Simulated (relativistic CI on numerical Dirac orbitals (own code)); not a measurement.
# Spin-allowed bands of a d8 ion in an octahedral site, by hand

Problem. A d8 ion in an octahedral site has a 3A2 ground term and spin-allowed bands at ν1 = 7000 and ν2 = 10395 cm⁻¹ (from a computed ligand-field model). Find Δ and the Racah parameter B, and predict the third band.

Working.
1. The F term splits into A2 (−1.2Δ), T2 (−0.2Δ) and T1 (+0.6Δ), so ν1 = E(T2) − E(A2) = Δ = 7000 cm⁻¹.
2. T1(F) mixes with T1(P), which lies at 15B, through an element 0.4Δ. The two roots, counted from A2, are ν2,3 = ½(15B + 3Δ) ∓ ½√[(15B − Δ)² + 12BΔ].
3. Solving the lower root for B gives B = (2ν1² + ν2² − 3ν1ν2)/(15ν2 − 27ν1) = -12238975/-33075 = 370 cm⁻¹.
4. The sum of the roots is 15B + 3Δ, so ν3 = 15B + 3ν1 − ν2 = 16156 cm⁻¹ (619 nm).

Check. The bands were computed by exact diagonalisation of the d8 shell with B = 370 and Δ = 7000 cm⁻¹, which gives ν3 = 16155 cm⁻¹. C does not enter the terms of highest spin.
